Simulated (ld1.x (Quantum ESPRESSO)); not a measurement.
## Varying the ultrasoft potential for Si

Base potential:

- Element: Si
- Generator: ld1.x (Quantum ESPRESSO) 7.5
- Type: ultrasoft
- Functional: PBE
- Relativity: non-relativistic
- Frozen core: [Ne]
- Valence charge: 4
- Reference configuration: 3s2 3p1.5 (charge +0.5)
- Partial waves: 3s (bound): rcut 1.20, rcutus 1.45 bohr; 3s channel at -0.05 Ry: rcut 1.20, rcutus 1.45 bohr; 3p (bound): rcut 1.80, rcutus 2.30 bohr; 3p channel at 3.1 Ry: rcut 1.80, rcutus 2.30 bohr; 3d channel at 0.1 Ry: rcut 2.10, rcutus 2.40 bohr
- Local potential: all-electron potential smoothed inside 1.30 bohr (lloc = -1)
- Core correction: a·sin(br)/r model core inside 1.30 bohr
- Augmentation charge: PSQ, inside the norm-conserving radii

Cutoffs, loose and tight: the cutoffs (Ry, on a coarse ladder) from which the occupation-weighted sum of valence levels, in a spherical-Bessel basis at the reference potential, stays within 10 and 1 mRy of its value at 400 Ry. They do not see the model core or the augmentation charge, which bear on the density cutoff. Test errors are all-electron minus pseudo excitation energies from the reference, over the configurations 3s2 3p2; 3s2 3p1; 3s2 3p0; 3s0 3p4; 3s2 3p2.3; 3s1 3p2; 3s1 3p0. A dash means not determined; rows that change the core or the reference have their own tests. The largest error is taken over the tests solved by every variant that gives reliable tests at all: 3s0 3p4; 3s1 3p0; 3s1 3p2; 3s2 3p0; 3s2 3p1.

A true bound ghost makes a file unfit for plane-wave use even where its test errors are small: the radial tests pick states by their node count and pass the ghost by. Where a test does run into it, the solver fails or the error is huge.

| change | outcome | cutoff, loose | cutoff, tight | bound ghosts | largest test error (meV) |
| --- | --- | --- | --- | --- | --- |
| base | generated | 18 Ry | 21 Ry | s | +75 |
| local potential all-electron potential smoothed inside 1.06 bohr (lloc = -1) | generated | 18 Ry | 21 Ry | s | +75 |
| local potential all-electron potential smoothed inside 1.36 bohr (lloc = -1) | generated | 18 Ry | 21 Ry | s | +75 |
| local potential all-electron potential smoothed inside 1.94 bohr (lloc = -1) | generated | 18 Ry | 21 Ry | s | +75 |
| local potential all-electron potential smoothed inside 2.10 bohr (lloc = -1) | generated | 18 Ry | 21 Ry | s | +75 |
| local potential all-electron potential smoothed inside 2.36 bohr (lloc = -1) | generated | 18 Ry | 21 Ry | none | test run stopped at test 1 of 7 (negative rho) |
| local potential all-electron potential smoothed inside 2.70 bohr (lloc = -1) | generated | 18 Ry | 21 Ry | none | test run stopped at test 1 of 7 (negative rho) |

What comes out with this change to the base: local potential all-electron potential smoothed inside 1.64 bohr (lloc = -1)?

outcome: generated; cutoff, loose: 10 Ry; cutoff, tight: 15 Ry; bound ghosts: s; largest test error (meV): +75.

Reading the sweep of the rcloc (base included, trends over the rows without a ghost): Bound ghosts are found at 1.06, 1.3, 1.36, 1.64, 1.94, 2.1 bohr.
